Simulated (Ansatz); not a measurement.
Geometry optimisation, RKS PBE/6-31G* (Ansatz).

Input file:

```yaml
crystal:
  periodic: [false, false, false]
  atoms:
    - { symbol: B, position_ang: [0.0, 0.0, 0.0] }
    - { symbol: O, position_ang: [0.0, 0.0, 1.76] }
    - { symbol: H, position_ang: [-0.9095, -0.2814, 2.0971] }
    - { symbol: H, position_ang: [1.0305, 0.0, -0.595] }
    - { symbol: F, position_ang: [-1.1431, 0.0, -0.66] }
    - { symbol: P, position_ang: [0.0991, 2.0949, 0.6969] }
    - { symbol: H, position_ang: [0.6595, 2.1347, 2.001] }
    - { symbol: H, position_ang: [0.9104, 2.8515, -0.1895] }
    - { symbol: H, position_ang: [0.0529, 1.1187, 1.6935] }
basis:
  gaussian: { orbitals: "6-31G*" }
hamiltonian:
  xc: pbe
relax:
  f_tol: 0.15
  max_steps: 25
  restrain:
    - { distance: [0, 5], at: 1.91, k: 30.0 }
    - { distance: [8, 1], at: 1.01, k: 30.0 }
    - { distance: [0, 1], at: 2.61, k: 30.0 }
    - { distance: [8, 5], at: 2.62, k: 30.0 }
```

Launched with:

```bash
$ ansatz run input.yaml --threads 1 --pin off --max-ram 2048MiB --backend cpu --events-out ev --progress --plain --runs-dir out
```

Where does it end, and by what steps?

The run converged. The restraints hold the end off the free minimum. After 17 steps the energy has fallen by 3.907 eV (the restraints' own energy left out); H7 moved furthest, 1.98 Å. Parted: P6–H9 (1.40 → 2.62 Å).

| step | energy less start (eV) | largest force component (eV/Å) | accepted |
| --- | --- | --- | --- |
| 0 | 0.0000 | 5.587 | yes |
| 1 | -1.6504 | 3.907 | yes |
| 2 | -2.2193 | 3.250 | yes |
| 3 | -2.7892 | 3.138 | yes |
| 4 | -3.3747 | 1.664 | yes |
| 5 | -3.5095 | 1.808 | yes |
| 6 | -3.6334 | 0.850 | yes |
| 7 | -3.6558 | 1.162 | yes |
| 8 | -3.6892 | 0.994 | yes |
| 9 | -3.7614 | 0.685 | yes |
| 10 | -3.8110 | 0.534 | yes |
| 11 | -3.8356 | 0.724 | yes |
| 12 | -3.8466 | 0.820 | yes |
| 13 | -3.8815 | 0.581 | yes |
| 14 | -3.8926 | 0.495 | yes |
| 15 | -3.8991 | 0.700 | yes |
| 16 | -3.9025 | 0.632 | yes |
| 17 | -3.9065 | 0.548 | yes |

```xyz
9
Properties=species:S:1:pos:R:3
B 0.343 0.535 -0.059
O -0.462 -0.435 2.218
H -1.373 -0.527 1.874
H 1.265 -0.240 -0.088
F -0.802 0.201 -0.670
P 0.469 2.257 0.787
H 1.823 2.570 0.459
H -0.132 3.048 -0.242
H -0.432 0.510 2.524
```

The run took 42 s on 1 thread of Arm Neoverse V2 (shared host), peak memory 0.16 GiB.
